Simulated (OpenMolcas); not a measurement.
OpenMolcas run: Cu7+

Input:

```
&GATEWAY
Coord
1

Cu 0.0 0.0 0.0
Basis=ANO-R1
Group=XYZ
NoMove
AngMom=0.0 0.0 0.0
AMFI
&SEWARD
&RASSCF
FileOrb=start.orb
Symmetry=1
Spin=5
nActEl=4 0 0
Inactive=3 6
Ras2=5 0
CIRoot=5 5 1
SDav=5
CIMx=300
Iter=120 100
PrWF=0.3
OrbListing=Nothing
MaxOrb=0
Atom
>>> COPY $Project.JobIph JOB001
&RASSCF
FileOrb=start.orb
Symmetry=1
Spin=3
nActEl=4 0 0
Inactive=3 6
Ras2=5 0
CIRoot=45 45 1
SDav=45
CIMx=300
Iter=120 100
PrWF=0.3
OrbListing=Nothing
MaxOrb=0
Atom
>>> COPY $Project.JobIph JOB002
&RASSCF
FileOrb=start.orb
Symmetry=1
Spin=1
nActEl=4 0 0
Inactive=3 6
Ras2=5 0
CIRoot=50 50 1
SDav=50
CIMx=300
Iter=120 100
PrWF=0.3
OrbListing=Nothing
MaxOrb=0
Atom
>>> COPY $Project.JobIph JOB003
&RASSI
NrOfJobIphs=3 5 30 22
1 2 3 4 5
1 2 3 4 5 6 7 8 9 10 11 12 13 14 15 16 17 18 19 20 21 22 23 24 25 26 27
28 29 30
1 2 3 4 5 6 7 8 9 10 11 12 13 14 15 16 17 18 19 20 21 22
IphNames
JOB001
JOB002
JOB003
EJob
SpinOrbit
DIPRint=1.0
SOCoupling=1000.0
Subsets=2
MEES
Property=10
'ANGMOM' 1 'ANGMOM' 2 'ANGMOM' 3 'MLTPL  1' 1 'MLTPL  1' 2 'MLTPL  1' 3
'AMFI' 1 'AMFI' 2 'AMFI' 3 'MLTPL  2' 6
SOProperty=3
'ANGMOM' 1 'ANGMOM' 2 'ANGMOM' 3
```

Launched by
```bash
OMP_NUM_THREADS=1 MOLCAS_MEM=2252 MOLCAS_PROJECT=a pymolcas a.inp > a.log  # once for each step of the input, in one work folder
```

A driver script runs the steps one by one and writes start.orb anew before each from the orbitals found so far.

Output, cut to the results:

```
--- SEWARD ---
Basis set label: CU.ANO-R...5S3P2D1F.

      Electronic valence basis set:
      ------------------
      Associated Effective Charge  29.000000 au
      Associated Actual Charge     29.000000 au
      Nuclear Model: Finite nucleus - Gaussian distribution
        Gaussian exponent, Xi/bohr**(-2):  2.76660E+08

      Shell  nPrim  nBasis  Cartesian Spherical Contaminant
         s      21       5        X
         p      13       3        X
         d       9       2                 X
         f       5       1                 X
                  Relativistic X2C integrals
                  Atomic mean-field integrals
--- RASSCF ---
Wave function specifications:
      -----------------------------

      Number of closed shell electrons          18
      Number of electrons in active shells       4
      Max number of holes in RAS1 space          0
      Max nr of electrons in RAS3 space          0
      Number of inactive orbitals                9
      Number of active orbitals                  5
      Number of secondary orbitals              17
      Spin quantum number                      2.0
      State symmetry                             1
Orbital specifications:
      -----------------------

      Symmetry species                           1   2
                                                ag  au
      Frozen orbitals                            0   0
      Inactive orbitals                          3   6
      Active orbitals                            5   0
      RAS1 orbitals                              0   0
      RAS2 orbitals                              5   0
      RAS3 orbitals                              0   0
      Secondary orbitals                         7  10
      Deleted orbitals                           0   0
      Number of basis functions                 15  16
      Number of CSFs                             5
      Number of root(s) required                 5
      Iter CI   SX   CI       RASSCF       Energy    max ROT     max BLB   max BLB  Level Ln srch  Step   QN
          iter iter root      energy       change     param      element    value   shift minimum  type update
 Nr of preliminary CI iterations:   1
      Total energies have been shifted. Add                -1000.00 au
        1   1    6    0  -634.69774857    0.00E+00  -2.69E-01*   5   8 2  1.79E+00*  0.00   0.00    SX    NO
        2   1    5    0  -637.15071643   -2.45E+00* -6.00E-02    8  15 1  1.72E-01*  0.00   0.00    SX    NO
        3   1    5    0  -637.19590266   -4.52E-02*  1.06E-02    6   9 2 -4.58E-02*  0.00   0.00    SX    NO
        4   1    5    0  -637.19754455   -1.64E-03* -2.51E-03    6   9 2  7.60E-03*  0.00   0.00    SX    NO
        5   1    4    0  -637.19762446   -7.99E-05*  4.43E-04    5   8 2 -1.87E-03*  0.00   0.82    QN   YES
        6   1    3    0  -637.19762855   -4.09E-06*  1.15E-06    4   7 2 -1.51E-05   0.00   1.00    QN   YES
        7   1    2    0  -637.19762855   -6.55E-11   6.83E-08    5   8 2 -7.93E-07   0.00   1.06    QN   YES
      Convergence after  7 iterations
        8   1    2    0  -637.19762855    1.36E-12   6.83E-08    3  10 1  5.06E-08   0.00   1.06    QN   YES
      Natural orbitals and occupation numbers for root  1
      sym 1:   1.000000   1.000000   1.000000   1.000000  -0.000000
      Natural orbitals and occupation numbers for root  2
      sym 1:   1.000000   1.000000   1.000000   0.000000   1.000000
      Natural orbitals and occupation numbers for root  3
      sym 1:   0.000000   1.000000   1.000000   1.000000   1.000000
::    RASSCF root number  1 Total energy:  -1637.19762855
::    RASSCF root number  2 Total energy:  -1637.19762855
::    RASSCF root number  3 Total energy:  -1637.19762855
::    RASSCF root number  4 Total energy:  -1637.19762855
::    RASSCF root number  5 Total energy:  -1637.19762855
--- RASSCF ---
Wave function specifications:
      -----------------------------

      Number of closed shell electrons          18
      Number of electrons in active shells       4
      Max number of holes in RAS1 space          0
      Max nr of electrons in RAS3 space          0
      Number of inactive orbitals                9
      Number of active orbitals                  5
      Number of secondary orbitals              17
      Spin quantum number                      1.0
      State symmetry                             1
Orbital specifications:
      -----------------------

...
--- RASSI ---
SPIN-FREE ENERGIES:
  (Shifted by EMIN (a.u.) =      -1637.1976285535)

 SF State       Relative EMIN(au)   Rel lowest level(eV)    D:o, cm**(-1)      L_eff

     1             0.0000000000        0.0000000000              0.0000         2.0
     2             0.0000000000        0.0000000000              0.0000         2.0
     3             0.0000000000        0.0000000000              0.0000         2.0
     4             0.0000000000        0.0000000000              0.0000         2.0
     5             0.0000000000        0.0000000000              0.0000         2.0
     6             0.1629143063        4.4331241144          35755.5573         5.0
     7             0.1629143063        4.4331241144          35755.5573         5.0
     8             0.1629143063        4.4331241144          35755.5573         5.0
     9             0.1629143063        4.4331241144          35755.5573         5.0
    10             0.1629143063        4.4331241144          35755.5573         5.0
    11             0.1629143063        4.4331241144          35755.5573         5.0
    12             0.1629143063        4.4331241144          35755.5573         5.0
    13             0.1629143063        4.4331241144          35755.5573         5.0
    14             0.1629143063        4.4331241144          35755.5573         5.0
    15             0.1629143063        4.4331241144          35755.5573         5.0
    16             0.1629143063        4.4331241144          35755.5573         5.0
    17             0.1822099759        4.9581860311          39990.4673         1.0
    18             0.1822099759        4.9581860311          39990.4673         1.0
    19             0.1822099759        4.9581860311          39990.4673         1.0
    20             0.1872349624        5.0949228799          41093.3243         3.0
    21             0.1872349624        5.0949228799          41093.3243         3.0
...
```

Levels above the lowest, from the spin-orbit matrix, grouped by J:

| Configuration | Term | J | E (cm⁻¹) | g | Term weight % |
| --- | --- | --- | --- | --- | --- |
| 3d⁴ | ⁵D | 0 | 0.0 |  | 99 |
| 3d⁴ | ⁵D | 1 | 391 | 1.501 | 100 |
| 3d⁴ | ⁵D | 2 | 1129 | 1.501 | 100 |
| 3d⁴ | ⁵D | 3 | 2141 | 1.501 | 100 |
| 3d⁴ | ⁵D | 4 | 3346 | 1.500 | 100 |
| 3d⁴ | ³H | 4 | 36748 | 0.808 | 97 |
| 3d⁴ | ³H | 5 | 37584 | 1.037 | 98 |
| 3d⁴ | ³H | 6 | 38451 | 1.166 | 99 |
| 3d⁴ | ³P | 0 | 38564 |  | 99 |
| 3d⁴ | ³P | 1 | 40424 | 1.501 | 100 |
| 3d⁴ | ³F | 3 | 42599 | 1.037 | 86 |
| 3d⁴ | ³F | 2 | 42758 | 0.666 | 100 |
| 3d⁴ | ³F | 4 | 42983 | 1.220 | 86 |
| 3d⁴ | ³P | 2 | 44177 | 1.501 | 100 |

Some high roots are left out of the spin-orbit mixing, which shifts the levels that they would mix with. Without dynamic correlation excited terms often stand tens of per cent too high (terms of higher spin than the ground term too low), and those without a measured partner can miss by more than the paired ones. The basis is small and was not contracted for so high a charge. Only configurations of the active space appear. The first state left out of the spin-orbit step lies near 58000 cm-1 above the lowest spin-free state of the reference (among the parities and spins computed), and the list stops at four fifths of that energy or lower.

The term weight is that of the spin-free term in the level, not the purity of its configuration.
